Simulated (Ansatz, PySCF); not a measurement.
Al(F)(Br)(Et) (C₂H₅AlBrF), SMILES C[CH2][Al]([F])[Br]. Atoms are numbered in the order given.

```xyz
10

Al    -0.2411    -0.4718    -0.1407
F     -0.5011    -1.8771     0.7150
Br     0.8103     1.1923     0.9645
C     -0.8226    -0.2984    -1.9886
C     -1.5015    -1.5316    -2.6039
H      0.0645     0.0001    -2.5778
H     -1.4901     0.5825    -2.0320
H     -2.4081    -1.8189    -2.0478
H     -0.8345    -2.4084    -2.6024
H     -1.8017    -1.3500    -3.6493
```
Charge 0, spin multiplicity 1.

Geometry optimised at B3LYP-D3(BJ)/def2-SVP. The structure was generated by enumeration; whether it is a known compound was not checked. Other conformers were not sampled.

Two levels are set side by side: PBE-D3(BJ)/def2-SVP (Ansatz, a program for electronic structure) and B3LYP-D3(BJ)/def2-SVP (Ansatz). Each level has its own optimised geometry; the coordinates shown are those of the second. Frequencies come from the Hessian of PySCF at each geometry. Differences are taken from unrounded values.

```csv
quantity,B3LYP-D3(BJ),PBE-D3(BJ),PBE-D3(BJ) minus B3LYP-D3(BJ)
mean bond length (Å),1.436,1.443,0.007
bond Al1–F2 (Å),1.666,1.679,0.013
bond Al1–Br3 (Å),2.258,2.265,0.007
bond Al1–C4 (Å),1.945,1.954,0.009
bond C4–C5 (Å),1.536,1.536,0.000
bond C4–H6 (Å),1.106,1.114,0.008
bond C4–H7 (Å),1.106,1.114,0.008
bond C5–H8 (Å),1.102,1.109,0.007
bond C5–H9 (Å),1.102,1.109,0.007
bond C5–H10 (Å),1.103,1.110,0.008
highest harmonic wavenumber (cm⁻¹),3109,3060,-49
mean harmonic wavenumber (cm⁻¹),1247,1216,-31
zero-point energy (kcal/mol),42.78,41.73,-1.05
```

Exact exchange shortens and stiffens bonds; PBE has none. Differences between two approximate levels are no errors against the true value.
